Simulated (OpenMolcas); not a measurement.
Pd3+ among 6 point charges of -1.7 e arranged as an octahedron (Oh).

```
Program             : OpenMolcas 26.06
Method              : CASSCF
Basis               : ANO-RCC-VDZP [6s5p3d1f]
Scalar Hamiltonian  : DKH2, point nucleus
Active space        : 7 electrons in 5 orbitals (4d)
State averaging     : 2S+1 = 4 even, 10 roots; 2S+1 = 2 even, 40 roots
Spin-orbit coupling : state interaction with AMFI integrals over the reference wave functions
```

All point charges move together. At R = 1.95 Å |10Dq| is 7345 cm-1, and at R = 2.16 Å it is 4580 cm-1.

Question: A third run gives 3358 cm-1. What distance was it run at?

Answer: With a power law R^-n the two known points give n = -ln(4580 / 7345) / ln(2.16 / 1.95) = 4.62. Then R = 1.95 × (7345 / 3358)^(1/4.62) = 2.310 Å. The run was at 2.31 Å, so the estimate is off by 0 Å.

An orbital triplet at a regular site is open to Jahn-Teller coupling, which can distort the site and quench the lowest spin-orbit gaps and is left out. Without dynamic correlation the repulsion within the d shell is too large (B by tens of per cent), so at a given field states of lower spin stand too high. Point charges give a weaker field than real ligands, and real ions of this kind are as a rule low spin; the high spin found here belongs to the model. This field is weak: 10Dq is about 7345 cm-1, while octahedral complexes of 4d ions of charge 3 and more, computed by the same method with explicit ligands, had a median near 25000 cm-1. Ground spin and moment need not be those of a real site (figures for R = 1.95; the like holds for R = 2.16, R = 2.31). This shell can be high or low spin here, a state of another spin lies low, and with metal d orbitals alone active their balance is uncertain, so the ground spin may be wrong (holds for R = 1.95; R = 2.16). This is an electrostatic model: the charges have no orbitals. No measured value stands beside these numbers.
